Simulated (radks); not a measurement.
Q: Species: Ce III. Configuration: [Xe] 4f2 (the NIST ground configuration). All-electron calculation, scalar-relativistic Kohn-Sham, r2SCAN, spin-polarised, spherical densities, finite nucleus; open shells are filled with parallel spins first (spin-orbit coupling, left out, can overturn this in heavy ions); meta-GGA in the generalised Kohn-Sham scheme; Fermi nuclear charge, rms radius 4.8771 fm. Program: a radial shooting solver on a logarithmic mesh with Libxc functionals. Some entries of the table are withheld. Estimate them.

| orbital | occ. | eigenvalue (eV) | <r^2> (bohr^2) | r(max) (bohr) |
|---|---|---|---|---|
| 1s up | 1 | -40339.65 | 0.0008212 | 0.01574 |
| 1s down | 1 | -40339.65 | 0.0008212 | 0.01574 |
| 2s down | 1 | -6482.979 | 0.01306 | 0.08902 |
| 2s up | 1 | -6482.963 | 0.01306 | 0.08902 |
| 2p down | 3 | -5803.655 | 0.01042 | 0.07169 |
| 2p up | 3 | -5803.645 | 0.01042 | 0.07169 |
| 3s up | 1 | -1407.012 | 0.08840 | 0.2543 |
| 3s down | 1 | -1406.473 | 0.08835 | 0.2542 |
| 3p up | 3 | -1189.701 | 0.08853 | 0.2490 |
| 3p down | 3 | -1189.158 | 0.08847 | 0.2489 |
| 3d up | 5 | -881.2807 | 0.07580 | 0.2055 |
| 3d down | 5 | -880.8502 | 0.07572 | 0.2054 |
| 4s up | 1 | -292.7621 | 0.4607 | 0.5938 |
| 4s down | 1 | -291.0736 | 0.4602 | 0.5936 |
| 4p up | 3 | -221.6436 | 0.5212 | 0.6200 |
| 4p down | 3 | -219.8987 | 0.5207 | 0.6197 |
| 4d up | 5 | -119.0241 | 0.6531 | 0.6542 |
| 4d down | 5 | -117.1956 | 0.6528 | 0.6537 |
| 5s up | 1 | -51.4936 | 2.683 | 1.390 |
| 5s down | 1 | -50.3326 | 2.734 | 1.397 |
| 5p up | 3 | -34.1683 | 3.590 | 1.570 |
| 5p down | 3 | -33.2599 | 3.662 | 1.580 |
| 4f up | 2 | (1) | (2) | 0.7253 |
| 4f down | 0 | (3) | (4) | 0.7259 |

A: 
(1) 4f up eigenvalue (eV): -12.9452
(2) 4f up <r^2> (bohr^2): 1.954
(3) 4f down eigenvalue (eV): -11.2512
(4) 4f down <r^2> (bohr^2): 2.073
